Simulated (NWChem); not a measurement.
CH3BeI; SMILES [CH3][Be][I]

Results from NWChem. The geometry was optimised at PBE0/def2-SVP. def2 effective core potentials on I; no spin-orbit coupling. Total energies compare along this basis series because the functional is fixed.

| level | basis functions | energy (Ha) | highest occupied level (eV) | orbital gap (eV) | dipole (D) | relative time |
|---|---|---|---|---|---|---|
| Hartree-Fock/def2-SVP | 64 | -350.9277 | -10.32 | 12.71 | 1.29 | 1 |
| Hartree-Fock/def2-SVPD | 91 | -350.9321 | -10.35 | 11.94 | 1.22 | 3 |
| Hartree-Fock/def2-TZVP | 118 | -350.9984 | -10.35 | 11.78 | 1.22 | 5 |
| Hartree-Fock/def2-TZVPP | 142 | -350.9996 | -10.35 | 11.78 | 1.22 | 9 |

Times are rough ratios from one shared machine.
